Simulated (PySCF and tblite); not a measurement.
The numbers below are computed, except where a source is named.
Stationary points of C6H13NO at GFN2-xTB, in Å:

Structure A

```
 1 C     2.362   -0.764    0.038
 2 C     1.675    0.584    0.141
 3 O     2.319    1.597    0.347
 4 N     0.327    0.618   -0.011
 5 C    -0.333    1.899    0.143
 6 C    -0.514   -0.551   -0.208
 7 C    -1.155   -0.997    1.111
 8 C    -1.582   -0.299   -1.273
 9 H     2.257   -1.176   -0.964
10 H     3.418   -0.607    0.238
11 H     1.965   -1.470    0.763
12 H     0.408    2.607    0.510
13 H    -0.720    2.260   -0.811
14 H    -1.149    1.827    0.862
15 H     0.123   -1.361   -0.570
16 H    -1.869   -0.258    1.465
17 H    -0.394   -1.133    1.876
18 H    -1.679   -1.938    0.970
19 H    -1.126    0.081   -2.184
20 H    -2.087   -1.234   -1.505
21 H    -2.327    0.413   -0.928
```

Structure B

```
 1 C     2.757    0.318    0.035
 2 C     1.535   -0.478   -0.367
 3 O     1.625   -1.523   -0.984
 4 N     0.338    0.045    0.001
 5 C     0.228    1.282    0.736
 6 C    -0.878   -0.678   -0.351
 7 C    -1.637   -1.135    0.894
 8 C    -1.765    0.143   -1.286
 9 H     3.637   -0.212   -0.317
10 H     2.736    1.310   -0.411
11 H     2.811    0.422    1.116
12 H     0.728    1.215    1.706
13 H     0.663    2.115    0.179
14 H    -0.820    1.503    0.910
15 H    -0.526   -1.563   -0.891
16 H    -2.051   -0.292    1.444
17 H    -0.973   -1.690    1.553
18 H    -2.456   -1.786    0.603
19 H    -1.193    0.473   -2.150
20 H    -2.592   -0.469   -1.633
21 H    -2.175    1.018   -0.785
```

Structure C

```
 1 C     2.721   -0.333    0.099
 2 C     1.494    0.185   -0.594
 3 O     1.451    0.505   -1.750
 4 N     0.371    0.246    0.300
 5 C    -0.020    1.627    0.533
 6 C    -0.706   -0.660   -0.121
 7 C    -1.565   -1.016    1.092
 8 C    -1.568   -0.146   -1.277
 9 H     3.567   -0.362   -0.581
10 H     2.941    0.306    0.951
11 H     2.512   -1.329    0.484
12 H     0.819    2.141    1.004
13 H    -0.285    2.165   -0.386
14 H    -0.864    1.646    1.218
15 H    -0.195   -1.573   -0.453
16 H    -2.181   -0.174    1.395
17 H    -0.930   -1.301    1.927
18 H    -2.220   -1.847    0.846
19 H    -0.937    0.161   -2.107
20 H    -2.229   -0.939   -1.618
21 H    -2.176    0.698   -0.962
```

The path came from a restrained scan, a climbing-image band and a saddle search at GFN2-xTB; energies are PBE0/pcSseg-1 + D3(BJ), IEF-PCM chloroform//GFN2-xTB, thermal terms GFN2-xTB.

**Question.** Which structure is a saddle point, and along which motion?

**Answer.** C: one imaginary mode (113i cm⁻¹ at GFN2-xTB, mostly on O3, C1, C5), along the rotation about the C2–N4 bond (torsion C1–C2–N4–C5 from 0° to 177°, rising).

**Question.** Give their symmetry and energies above the lowest.

**Answer.** A C1, 0.3 kcal/mol; B Cs, 0.0 kcal/mol; C C1, 20.1 kcal/mol.

Barriers of amide-like rotations can come out several kcal/mol high at such levels.
